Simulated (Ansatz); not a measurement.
Compare A (`FB1CN1`) with its isomer B (`BN=CF`).

Isolated molecules relaxed with PBE0-D4/def2-TZVP in Ansatz; ΔE leaves out vibrations. CCSD(T)/CBS adds triple-zeta CCSD(T) − MP2 to the extrapolated MP2 energy (def2 sets, frozen cores). Functionals use def2-TZVPP.

(1) Which isomer does CCSD(T)/CBS put lower? Give the gap. (An estimate is asked.)

(2) Give E(B) − E(A) in kJ/mol with PBE0-D4, MP2/def2-TZVPP, HF/def2-TZVPP, CCSD/def2-TZVPP, BLYP-D4, ωB97M-V, LDA (SPW92). (Estimate.)

(3) Does the order hold for the free energy at 298.15 K (harmonic terms from PBE0-D4)? (Best estimate.)

Largest T1 diagnostic: 0.015.

## Answers

(1) The calculation gave: A, by 94.7 kJ/mol.

(2) Ansatz gave: PBE0-D4 93.5, MP2/def2-TZVPP 100.9, HF/def2-TZVPP 74.7, CCSD/def2-TZVPP 91.3, BLYP-D4 60.3, ωB97M-V 91.7, LDA (SPW92) 95.4. None reverses the order clearly.

(3) Ansatz gave: Yes: G(B) − G(A) = +85.1 kJ/mol.

From r2SCAN to r2SCAN0 (25 % exact exchange), in def2-TZVPP and without D4, E(B) − E(A) moves by +12.2 kJ/mol. Leaving LDA and LC-ωPBE aside and taking each functional with its dispersion term where it has one, the values, not all of them listed here, spread over 42.4 kJ/mol, from BLYP-D4 to PBE-QIDH. LDA lies +15.6 kJ/mol from PBE without D4.
